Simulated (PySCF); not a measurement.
C3H8Si2, SMILES C1(=C)C[SiH2][SiH2]1.

The structure is a stationary point at TPSSh-D3(BJ)/def2-SVP. This is a generated structure with no PubChem entry under its InChIKey; it may be hypothetical.

Computed with PySCF with SMD-PBE0/def2-SVP.

Solvation free energies are E(SMD) − E(gas) at the gas-phase geometry, for 1 M in both phases. In vacuum the dipole moment is 0.33 D.

Problem. Rank water, dimethylsulfoxide, diethylether by solvation free energy, most negative first.

Solution. diethylether (-1.9 kcal/mol), dimethylsulfoxide (0.0 kcal/mol), water (2.7 kcal/mol)
